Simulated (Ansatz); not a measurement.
System: sum formula HPO (charge 0, singlet). 
Structure (B3LYP-D3(BJ)/def2-TZVP (Ansatz, a quantum-chemistry and plane-wave program) minimum search):
SMILES: O=P
```xyz
3

P     -0.0445    -0.0418    -0.4790
O     -0.0789     0.0248     1.0025
H      1.2993     0.4287    -0.8354
```

Basis-set convergence of Hartree-Fock and CCSD(T) correlation energies (hartree) with Ansatz. Cores are frozen in the correlated levels unless marked. Spin-orbit coupling is left out. Non-relativistic.

The Hartree-Fock reference is unstable (checked in the largest basis), which strains HF and MP2. 

```json
[
 {"basis": "aug-cc-pV(D+d)Z", "functions": "64", "E(HF)": "-416.16777", "E(corr, CCSD(T))": "-0.35125", "rough core time": "under 20 s"},
 {"basis": "aug-cc-pV(T+d)Z", "functions": "124", "E(HF)": "-416.20592", "E(corr, CCSD(T))": "-0.42061", "rough core time": "under 20 s"},
 {"basis": "aug-cc-pV(Q+d)Z", "functions": "215", "E(HF)": "-416.21433", "E(corr, CCSD(T))": "-0.44330", "rough core time": "30 s"}
]
```

Extrapolating the two largest sets (X = 3 and 4) as X^-3: E(corr) = (64·(-0.44330) - 27·(-0.42061))/37 = -0.4599 Eh, an estimate of the basis-set limit. The largest set recovers 96.4 % of it, the smallest 76.4 %.
